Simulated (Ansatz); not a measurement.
PH₃AuCl⁻, that is Au(PH3)Cl with one electron more. The state is a doublet with charge -1. Geometry PBE-D4/def2-TZVP, that of the neutral singlet.

```xyz
6

Au   -0.062   -1.307    0.607
P     0.034    0.705   -0.327
H    -1.105    1.548   -0.246
H     0.279    0.798   -1.722
H     1.019    1.619    0.131
Cl   -0.165   -3.363    1.556
```

In the def2 sets Au takes a core potential; there is no spin–orbit coupling. At PBE-D4/def2-TZVPD, r2SCAN-D4/def2-TZVPD, PBE0-D4/def2-TZVPD the highest occupied level of the charge -1 doublet lies above zero (up to 1.96 eV). By energy differences it is unbound by 0.17 eV (vertical, against the charge 0 singlet, at PBE-D4/def2-TZVPD) and held by the finite basis.

Problem. Estimate the α-spin orbital energies around the gap (eV) in Ansatz with PBE-D4/def2-TZVPD, r2SCAN-D4/def2-TZVPD, PBE0-D4/def2-TZVPD.

Solution. 
```csv
orbital,PBE-D4/def2-TZVPD,r2SCAN-D4/def2-TZVPD,PBE0-D4/def2-TZVPD
HOMO−5,-3.53,-3.91,-5.24
HOMO−4,-3.53,-3.91,-5.24
HOMO−3,-3.01,-3.32,-4.25
HOMO−2,-2.50,-2.85,-3.88
HOMO−1,-2.50,-2.85,-3.88
HOMO,1.96,1.94,1.58
LUMO,2.37,2.48,3.04
LUMO+1,2.37,2.48,3.04
LUMO+2,2.93,3.30,3.39
LUMO+3,3.67,3.84,4.25
LUMO+4,3.67,3.84,4.25
LUMO+5,3.84,4.15,4.56
β HOMO,-2.46,-2.80,-3.85
β LUMO,2.39,2.71,3.04
```
